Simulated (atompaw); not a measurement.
Which change was made? (Ti, PAW (atompaw))

| Item | Value |
| --- | --- |
| Element | titanium (Ti) |
| Generator | atompaw 4.2.0.5 |
| Type | PAW |
| Functional | PBEsol |
| Relativity | scalar-relativistic |
| Frozen core | [Ar] |
| Valence charge | 4 |
| Reference configuration | 3d2 4s1.5 4p0.5 |
| Partial waves | 4s (bound): rc 2.35 bohr; 4s channel at 0.1 Ry: rc 2.35 bohr; 4p (bound): rc 1.30 bohr; 4p channel at 0.25 Ry: rc 1.30 bohr; 3d (bound): rc 1.45 bohr; 3d channel at 4.1 Ry: rc 2.35 bohr |
| Local potential | bessel scheme, radius 2.00 bohr |
| Core correction | smooth core density matched at 1.35 bohr |
| Augmentation charge | besselshape compensation charge, radius 1.75 bohr; PAW radius 2.35 bohr; waves and projectors: custom polynom vanderbiltortho |

Cutoffs, loose and tight: the cutoffs (Ry, on a coarse ladder) from which the occupation-weighted sum of valence levels, in a spherical-Bessel basis at the reference potential, stays within 10 and 1 mRy of its value at 400 Ry. They see the waves, projectors and local potential, not the compensation charge or the core.

The base gives: outcome: generated; cutoff, loose: 40 Ry; cutoff, tight: 70 Ry; bound ghosts: s, p.

Q: After one change the result is: outcome: generated; cutoff, loose: 40 Ry; cutoff, tight: 70 Ry; bound ghosts: p. Which change was it?
A. local potential bessel scheme, radius 1.88 bohr
B. all radii scaled by about 0.80 (s 1.86, p 1.04, d 1.16 bohr); local potential bessel scheme, radius 1.58 bohr; augmentation besselshape compensation charge, radius 1.38 bohr; PAW radius 1.86 bohr; waves and projectors: custom polynom vanderbiltortho; core correction smooth core density matched at 1.08 bohr
C. augmentation besselshape compensation charge, radius 1.75 bohr; PAW radius 2.35 bohr; waves and projectors: custom rrkj vanderbiltortho

A: A. The others give: augmentation besselshape compensation charge, radius 1.75 bohr; PAW radius 2.35 bohr; waves and projectors: custom rrkj vanderbiltortho → outcome: generated; cutoff, loose: 45 Ry; cutoff, tight: 70 Ry; bound ghosts: p, s | all radii scaled by about 0.80 (s 1.86, p 1.04, d 1.16 bohr); local potential bessel scheme, radius 1.58 bohr; augmentation besselshape compensation charge, radius 1.38 bohr; PAW radius 1.86 bohr; waves and projectors: custom polynom vanderbiltortho; core correction smooth core density matched at 1.08 bohr → outcome: generated; cutoff, loose: 60 Ry; cutoff, tight: 110 Ry; bound ghosts: s, p.
